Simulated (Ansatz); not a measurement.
Reaction (formal hydrolysis of the Si–Si bond): `[SiH3][SiH2][SiH2][SiH2][GeH3]` + H₂O → `O[SiH2][SiH2][GeH3]` + `[SiH3][SiH3]`

Calculated with Ansatz (gas phase, PBE0-D4/def2-TZVP geometries, no zero-point term in ΔE). CBS: MP2 limit from def2 TZ/QZ plus the TZ coupled-cluster correction, frozen cores. This one scheme is used for every species. DFT in def2-TZVPP. For Ge outer-core shells are correlated without core-valence functions, which leaves a few kJ/mol of doubt a bond. Scalar relativity is left out up to krypton. Each species was taken in one conformer, which may not be the lowest.

```csv
level,ΔE (eV)
PBE-D4,-0.41
SCS-MP2/def2-QZVPP,-0.74
```

(1) What does CCSD(T)/CBS give? (Estimate.)

Largest T1 diagnostic among the species: 0.013.

Answers

(1) Computed: -0.59 eV. The listed levels differ from it by 0.18, -0.15 eV.

From PBE to PBE0 (25 % exact exchange), in def2-TZVPP and without D4, ΔE moves by −0.04 eV. The D4 term adds +0.19 eV with B3LYP and +0.11 eV with PBE0; it sums over pairs of atoms, weighted by their polarisabilities, and B3LYP, whose exchange is more repulsive, gets the larger term. In def2-TZVPP, CCSD(T) changes the Hartree–Fock value by +0.42 eV (the triples alone add +0.06 eV) and MP2 by +0.40 eV.

B3LYP here is the variant with VWN-RPA as its local correlation; programs differ in this.
